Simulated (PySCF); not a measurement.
A geometry optimisation on `[F][Mo]([F])([F])([F])([F])[F]`.

Method: PBE0-D3(BJ)/def2-SVP geometry optimisation, gas phase, def2 core potentials past Kr (PySCF 2.14.0). Start geometry: GFN2-xTB. A driver script takes a list of jobs; this job's settings line and coordinates (Å) are shown.

Input:
```
{"job": {"xc": "PBE0", "basis": "def2-SVP", "d3": "d3bj", "grid": 1, "maxiter": 30, "shake": 0.03, "kind": "geom"}, "charge": 0, "multiplicity": 1}
Mo     0.061250    -0.076650     0.012510
F     -0.035370    -0.020990     1.730040
F     -0.046950     0.003100    -1.762490
F      1.836270     0.010390     0.005860
F     -1.744830    -0.026410    -0.047420
F     -0.014120     1.751110     0.000780
F      0.035620    -1.742550    -0.007810
```

Output:
```
step   0  E = -666.37838071  max force = 0.147372
step   1  E = -666.40183587  max force = 0.030097
step   2  E = -666.40529004  max force = 0.018826
step   3  E = -666.40578799  max force = 0.023452
step   4  E = -666.40895152  max force = 0.003944
step   5  E = -666.40817954  max force = 0.004653
step   6  E = -666.40893755  max force = 0.002410
step   7  E = -666.40909724  max force = 0.001739
step   8  E = -666.40914289  max force = 0.000673
step   9  E = -666.40914594  max force = 0.001186
step  10  E = -666.40917305  max force = 0.000454
step  11  E = -666.40917963  max force = 0.000567
step  12  E = -666.40918255  max force = 0.000134
optimisation converged
```

Energies in Eh; «max force» is the largest Cartesian gradient component in Eh/bohr.

At which steps does the energy rise by more than 1e-5 Eh?

At step 5 (+0.77 mEh).

How much energy does the optimisation release, in kJ/mol?

E(step 0) − E(last step) = 0.030802 Eh, which is 80.9 kJ/mol.

In short: final energy -666.40918 Eh after 12 steps; dipole 0.00 D.

Where do the atoms end?

0.073 Å rms from the input after alignment:
```
atom  x, y, z in Å
Mo1    0.0128   -0.0147   -0.0100
F2     0.0137   -0.0145    1.8061
F3     0.0126   -0.0148   -1.8260
F4     1.8289   -0.0151   -0.0108
F5    -1.8031   -0.0135   -0.0099
F6     0.0142    1.8013   -0.0099
F7     0.0128   -1.8307   -0.0079
```

Time: 4.2 min of wall time; peak memory 0.47 GiB. Hardware: Intel Xeon at 2.50 GHz, one thread, no GPU, shared host with 64 logical CPUs at a one-minute load of 57.
Labels such as C1 count atoms from 1, the log's own numbers from 0.
